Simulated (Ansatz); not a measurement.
A structure relaxed at r2SCAN-D4/def2-SVPD in Ansatz, charge -1, doublet:

Cartesian coordinates in Å:
```
Sb -1.455 0.759 0.791
Sb 1.387 0.596 0.789
Ge -0.248 -1.663 1.129
Ge 0.391 -1.077 -1.234
Ge -0.075 1.385 -1.476
```

Q: Give its formula and point group.

A: Ge₃Sb₂⁻. Point group Cs (tolerance 0.1 Å).

Q: Summarise the bond lengths by kind (pairs closer than 1.2 times the sum of covalent radii, bridged metal pairs left out).

A: 5 × Ge–Sb 2.73 to 2.81 Å; 2 × Ge–Ge 2.52 Å; 1 × Sb–Sb 2.85 Å.

In the def2 sets Sb takes a core potential; there is no spin–orbit coupling. The highest occupied level of the charge -1 doublet lies above zero (up to 0.14 eV). The electron is either unbound and held by the finite basis, or the level is raised by self-interaction error. Another isomer (doublet) lies 0.03 eV lower at PBE0-D4/def2-TZVPD; other spin states weren't run for this one.
